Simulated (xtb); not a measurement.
SiF₂Cl₂, SMILES F[Si](F)(Cl)Cl. All values are semi-empirical tight-binding results from xtb (GFN2-xTB unless named), good for trends rather than for accurate numbers. Geometry optimised at GFN2-xTB.

Optimised geometry:

```xyz
5

F      0.0000     1.2247     1.2781
Si     0.0000     0.0000     0.2562
F      0.0000    -1.2247     1.2781
Cl    -1.6781     0.0000    -0.7821
Cl     1.6781     0.0000    -0.7821
```
Charge 0, spin multiplicity 1.

| Property | Result |
|---|---|
| point group as xtb finds it | C2v |
| orbital gap | 7.65 eV |
| dipole moment | 1.19 D |
| zero-point energy | 5.4 kcal/mol |
| G − E(el) at 298.15 K (modified RRHO) | -13.9 kcal/mol |
| static polarisability (D4 model) | 66.5 bohr³ |
| solvation energy, GFN2-xTB/ALPB(water) | 1.2 kcal/mol |
| solvation energy, GFN2-xTB/ALPB(ch2cl2) | -1.4 kcal/mol |

**Question.** Give the atomic charges and the Wiberg bond orders between heavy atoms. (The exact figures need the calculation; the answer reports its results.)

**Answer.** charges (e) F1 -0.22, Si2 0.64, F3 -0.22, Cl4 -0.11, Cl5 -0.11. Bond orders F1–Si2 1.10, Si2–F3 1.10, Si2–Cl4 1.20, Si2–Cl5 1.20.
